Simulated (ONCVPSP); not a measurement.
## Configuration tests for titanium (ONCV)

```
Element                 : Ti
Generator               : ONCVPSP 4.0.1
Type                    : optimised norm-conserving Vanderbilt (ONCV)
Functional              : PBEsol
Relativity              : scalar-relativistic
Frozen core             : [Ne]
Valence charge          : 12
Reference configuration : 3s2 3p6 3d2 4s2
Partial waves           : 3s+4s: rc 1.56 bohr, ncon 4, nbas 7, qcut 6.3 1/bohr, 3 projectors, debl 2.6 Ha; 3p: rc 1.50 bohr, ncon 4, nbas 8, qcut 9.8 1/bohr, 2 projectors, debl 1.2 Ha; 3d: rc 2.58 bohr, ncon 4, nbas 8, qcut 6.5 1/bohr, 2 projectors, debl 1.8 Ha
Local potential         : polynomial inside 1.12 bohr (lpopt 5, dvloc0 2 Ha)
Core correction         : Teter function, fcfact 4, rcfact 1.6
```

In the p channel the program set the typed energies aside and used -1.425, 0.250 Ha.

Energies are relative to the spin-unpolarised reference configuration 3s2 3p6 3d2 4s2; without spin polarisation the order of configurations can differ from experiment.

**Question.** Give the all-electron excitation energy and the error of the potential for: 3s2 3p6 3d2 4s1; 3s2 3p6 3d2 4s0; 3s2 3p6 3d1 4s0; 3s1 3p6 3d2 4s2.

**Answer.**

```json
{"valence configuration": "3s2 3p6 3d2 4s1", "charge": "+1", "ΔE all-electron (eV)": "7.359", "error AE − PS (meV)": "+0.8"}
{"valence configuration": "3s2 3p6 3d2 4s0", "charge": "+2", "ΔE all-electron (eV)": "20.830", "error AE − PS (meV)": "-2.5"}
{"valence configuration": "3s2 3p6 3d1 4s0", "charge": "+3", "ΔE all-electron (eV)": "47.727", "error AE − PS (meV)": "+261"}
{"valence configuration": "3s1 3p6 3d2 4s2", "charge": "+1", "ΔE all-electron (eV)": "69.473", "error AE − PS (meV)": "-460"}
```

Levels in the configuration 3s2 3p6 3d2 4s0:

| level | all-electron (eV) | pseudo (eV) |
| --- | --- | --- |
| 3s | -78.326 | -78.498 |
| 3p | -54.639 | -54.764 |
| 3d | -19.623 | -19.714 |
